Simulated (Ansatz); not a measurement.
Stepwise reaction of `[OH][GeH]([OH])[F]` with hydrogen, as a gas-phase model of exchange steps in deposition or etching. ΔE in kJ/mol; ΔG adds harmonic PBE0-D4 terms to CCSD(T)/CBS, at 1 bar.

Computed with Ansatz on PBE0-D4/def2-TZVP structures; ΔE is electronic, products minus reactants. CCSD(T)/CBS adds triple-zeta CCSD(T) − MP2 to the extrapolated MP2 energy (def2 sets, frozen cores). This one scheme is used for every species. Functionals use def2-TZVPP. B3LYP here is the variant with VWN-RPA as its local correlation; programs differ in this. For Ge outer-core shells are correlated without core-valence functions, which leaves a few kJ/mol of doubt a bond. Scalar relativity is left out up to krypton. Each species was taken in one conformer, which may not be the lowest.

| step | reaction | PBE-D4 | B3LYP-D4 | ωB97M-V | CCSD(T)/CBS | ΔG(600 K) |
| --- | --- | --- | --- | --- | --- | --- |
| 2 | `[OH][GeH2][F]` + H₂ → `[F][GeH3]` + H₂O | 21.9 | 23.2 | 23.2 | 21.9 | 23.3 |

Problem. Give the row of step 1, `[OH][GeH]([OH])[F]` + H₂ → `[OH][GeH2][F]` + H₂O. (Estimate.)

Solution. The calculation gave: 
```
step                                           reaction  PBE-D4  B3LYP-D4  ωB97M-V  CCSD(T)/CBS  ΔG(600 K)
   1  `[OH][GeH]([OH])[F]` + H₂ → `[OH][GeH2][F]` + H₂O    28.0      30.1     31.0         29.4       27.7
```

Problem. By hand: ΔE of the 2 steps together at CCSD(T)/CBS.

Solution. (29.4) + (21.9) = 51.3 kJ/mol, or 25.6 kJ/mol a step.

In ΔE each step is lower than the one before. All are uphill at CCSD(T)/CBS. ΔG lies between 23.3 and 27.7 kJ/mol a step. PBE-D4 differs from CCSD(T)/CBS by -1.4 to 0.0 kJ/mol a step. Isolated molecules leave out the surface, adducts and barriers. Largest T1 diagnostic: 0.012.
